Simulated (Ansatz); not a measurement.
C2H7GeN can be A, `C=C[NH][GeH3]`, or B, `C[CH2][Ge][NH2]`.

Program: Ansatz. Geometries: PBE0-D4/def2-TZVP. ΔE: electronic, gas phase. CCSD(T)/CBS is the MP2 limit (def2-TZVPP, def2-QZVPP) plus CCSD(T) − MP2 in def2-TZVPP, frozen cores. DFT in def2-TZVPP. B3LYP here is the variant with VWN-RPA as its local correlation; programs differ in this. For Ge outer-core shells are correlated without core-valence functions, which leaves a few kJ/mol of doubt a bond. Scalar relativity is left out up to krypton. Each species was taken in one conformer, which may not be the lowest.

(1) Which is lower in electronic energy at CCSD(T)/CBS, and by how much? (Estimate.)

(2) Give E(B) − E(A) in kcal/mol with CCSD(T)/def2-TZVPP, HF/def2-TZVPP, PBE0-D4, r2SCAN-D4, CCSD(T)/def2-SVP, LDA (SPW92), B3LYP. (Estimate.)

(3) Does the order hold for the free energy at 298.15 K (harmonic terms from PBE0-D4)? (Best estimate.)

Largest T1 diagnostic: 0.013.

## Answers

(1) Ansatz gave: B, by 22.0 kcal/mol.

(2) Computed: CCSD(T)/def2-TZVPP -18.9, HF/def2-TZVPP -14.5, PBE0-D4 -20.7, r2SCAN-D4 -18.9, CCSD(T)/def2-SVP -16.2, LDA (SPW92) -19.0, B3LYP -20.5. None reverses the order clearly.

(3) Ansatz gave: Yes: G(B) − G(A) = -17.3 kcal/mol, for one conformer each. Modes under 60 cm⁻¹, often nearly free rotors, make the harmonic entropy too high.

At CCSD(T), def2-SVP lies +5.8 kcal/mol from the extrapolated value and def2-TZVPP +3.1 kcal/mol. In def2-TZVPP, CCSD(T) changes the Hartree–Fock value by −4.5 kcal/mol (the triples alone add +0.1 kcal/mol) and MP2 by −5.2 kcal/mol.
